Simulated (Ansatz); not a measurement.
Ansatz (an electronic-structure program) input (MP2/6-31G* with LANL2DZ past Ar): The .json file joins the Basis Set Exchange's 6-31G* for atoms up to Ar and LANL2DZ past it.

Ansatz 0.2 input:
```yaml
crystal:
  periodic: [false, false, false]
  atoms:
    - {symbol: Pb, position_ang: [-0.00000000, -0.00000000, -1.35978000]}
    - {symbol: Pb, position_ang: [0.00000000, 0.00000000, 1.32142500]}
    - {symbol: H, position_ang: [0.00000000, 0.00000000, 3.14514900]}
basis:
  gaussian:
    orbitals: 6-31Gs+LANL2DZ.json
total_charge: -1
magnetization: {spin_polarized: false}
correlation: {method: mp2, electrons: outside_noble_gas}
```

Output:

```
Functional definition: HF
integrals: 0.00 GiB planned
276 factors; integrals over basis functions are off by at most 1.8e-4 eV
mean field: 0.04 GiB planned
mean field evaluation 1: about -196.7716 eV, gradient 5.2e0 eV
mean field evaluation 2: about -196.7747 eV, gradient 5.2e0 eV
mean field evaluation 4: about -196.9829 eV, gradient 1.5e0 eV
mean field evaluation 8: about -196.9968 eV, gradient 2.5e-4 eV
mean field -196.99680978 eV, -7.2394992303 hartree, gradient 1.6e-6 eV, S^2 0.000000; 0 other end points of the search recorded, 0 dependent functions left out; unrestricted orbitals would lower it
mean field evaluation 16: about -197.0188 eV, gradient 2.8e0 eV
reference -196.99680978 eV, -7.2394992303 hartree; 5, 5 occupied and 13, 13 virtual orbitals, 276 factors
second order -2.59656832 eV of doubles, -0.00000000 eV of singles
Total energy: -199.59337811 eV, -7.3349213562 hartree
```

The dipole moment of an ion depends on the origin.

The geometry given is a B3LYP-D3(BJ)/def2-TZVP minimum.
